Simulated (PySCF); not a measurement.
Isomers of [C6H9O3]- (charge -1), one GFN2-xTB conformer each. Single-point energies are computed at PBE0/pcSseg-1 (PySCF, gas phase, no added dispersion term), electronic only.

```csv
SMILES,GFN2-xTB relative energy (kJ/mol)
C=C(CC(=O)[O-])OCC,1.6
CC(=O)/C=C(/[O-])CCO,0.0
```

Conformers: `[CH2:1]=[C:2]([CH2:3][C:4](=[O:5])[O-:6])[O:7][CH2:8][CH3:9]` (charge -1) with C1–C2–C3–C4 97°, C2–C3–C4–O5 90°, C1–C2–O7–C8 -172°, C2–O7–C8–C9 -96°; `[CH3:1][C:2](=[O:3])/[CH:4]=[C:5](/[O-:6])[CH2:7][CH2:8][OH:9]` (charge -1) with C1–C2–C4–C5 180°, C4–C5–C7–C8 -136°, C5–C7–C8–O9 -58°, C7–C8–O9–H 38°.

Problem. What does PBE0/pcSseg-1 give for the same structures?

Solution. 
| SMILES | PBE0/pcSseg-1 E (Eh) | PBE0/pcSseg-1 (kJ/mol) | GFN2-xTB (kJ/mol) | point group |
| --- | --- | --- | --- | --- |
| CC(=O)/C=C(/[O-])CCO | -459.21741 | 0.0 | 0.0 | C1 |
| C=C(CC(=O)[O-])OCC | -459.19337 | 63.1 | 1.6 | C1 |

Both levels put the same isomer lowest. As drawn, the lower has an O–H bond, which the higher lacks.
